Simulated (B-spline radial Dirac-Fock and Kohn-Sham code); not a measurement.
## How the settings move the core levels of Re⁺

ΔSCF core binding energies without Breit or QED terms, calculated with a B-spline atomic structure program. Keys: rel is the Hamiltonian (dirac, or spin-free x2c and nr, where L3 and M5 stand for the whole 2p and 3d shells), method is hf or an exchange,correlation pair (spin-unpolarised, also for the hole states), nuc the nuclear model, radius_factor scales its radius, rmax is the box in bohr, h the logarithmic mesh step, order the B-spline order, points the quadrature points per cell, c_factor scales the speed of light, and damp, ndamp, maxit and tol steer the iteration. The run stops when the commutator error falls below 10·tol·max(1, Z/10), or the numerical noise floor, and the energy has settled to about 1e-8 Ha; the virial ratio is −V/T.

Base input:

```json
{"items": [{"Z": 75, "q": 1, "cfg": [[1, 0, 2], [2, 0, 2], [2, 1, 6], [3, 0, 2], [3, 1, 6], [3, 2, 10], [4, 0, 2], [4, 1, 6], [4, 2, 10], [4, 3, 14], [5, 0, 2], [5, 1, 6], [5, 2, 5], [6, 0, 1]], "A": 187, "rrms": 5.3698, "do": "settings", "holes": ["K", "L3", "M5"],
  "settings": [{"rel": "dirac", "method": "hf", "nuc": "fermi", "radius_factor": 1.0, "rmax": 45.0, "h": 0.3, "order": 8, "points": 10, "c_factor": 1.0, "maxit": 60, "damp": 0.5, "ndamp": 3, "tol": 1e-08}]}]}
```

The ground state converged in 10 iterations, with total energy -16707.31787 Ha, virial ratio 1.88497 and highest orbital energy -14.88 eV. ΔSCF binding energies: K (1s) 72055.8 eV, L3 (2p3/2) 10582.6 eV, M5 (3d5/2) 1904.1 eV.

Changes from the base run:

```csv
changed setting,Δ total energy (Ha),Δ K (eV),Δ L3 (eV),Δ M5 (eV),iterations
nuc = "gauss"; damp = 0.8; tol = 1e-06,-0.02009,+0.22,0.00,0.00,9
nuc = "gauss",-0.02009,+0.22,0.00,0.00,10
"method = "pw91,pw91"; radius_factor = 1.2; c_factor = 2.0",+713.32215,-4664.30,-76.69,+20.17,10
c_factor = 2.0,?,?,?,?,?
rel = "x2c",+19.36449,-80.00,+429.05,+26.97,10
h = 0.5,+0.57989,-0.10,-0.07,+0.47,11
rmax = 80.0,0.00000,0.00,0.00,0.00,10
```

Problem. What does the change c_factor = 2.0 do?

Solution. The total energy moves by +718.97698 Ha and the binding energies by K -4694.56 eV, L3 -37.08 eV, M5 +34.02 eV; the run takes 10 iterations.
